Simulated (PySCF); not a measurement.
## How methods differ on the ionisation energy of Br(33+)

Br(33+) 1s2 (1S) → Br(34+) 1s1 (2S), as a difference of total energies. Computed with PySCF 2.14 in an uncontracted even-tempered set (17 s from 48 bohr⁻², ratio 2.2; 7 p from 72 bohr⁻², ratio 2.4; 4 d from 220 bohr⁻², ratio 2.4; 3 f from 330 bohr⁻², ratio 2.4; 3 g from 490 bohr⁻², ratio 2.4), with scalar relativity by spin-free X2C-1e. Correlated levels: nothing frozen; virtual orbitals above 40 to 60 times the deepest correlated orbital energy dropped. The calculations carry no spin-orbit coupling.

```json
{"method": "UHF", "ionisation energy (eV)": "16333.3", "difference from reference (eV)": "+16.3"}
{"method": "LDA", "ionisation energy (eV)": "16296.7", "difference from reference (eV)": "-20.3"}
{"method": "PBE", "ionisation energy (eV)": "16329.8", "difference from reference (eV)": "+12.8"}
{"method": "PBE0", "ionisation energy (eV)": "16331.0", "difference from reference (eV)": "+14.0"}
{"method": "r2SCAN", "ionisation energy (eV)": "16335.3", "difference from reference (eV)": "+18.3"}
{"method": "PBEsol", "ionisation energy (eV)": "16316.9", "difference from reference (eV)": "-0.1"}
{"method": "B3LYP", "ionisation energy (eV)": "16331.5", "difference from reference (eV)": "+14.5"}
{"method": "MP2 (all electrons)", "ionisation energy (eV)": "16334.6", "difference from reference (eV)": "+17.6"}
{"method": "SCS-MP2 (all electrons)", "ionisation energy (eV)": "16334.9", "difference from reference (eV)": "+17.9"}
```

Reference: 16317.0 eV (theoretical estimate listed by NIST; NIST Atomic Spectra Database, ionization energies).

For this ion Breit and QED terms and the two-electron picture change, all absent here, outweigh the differences among the correlated methods.
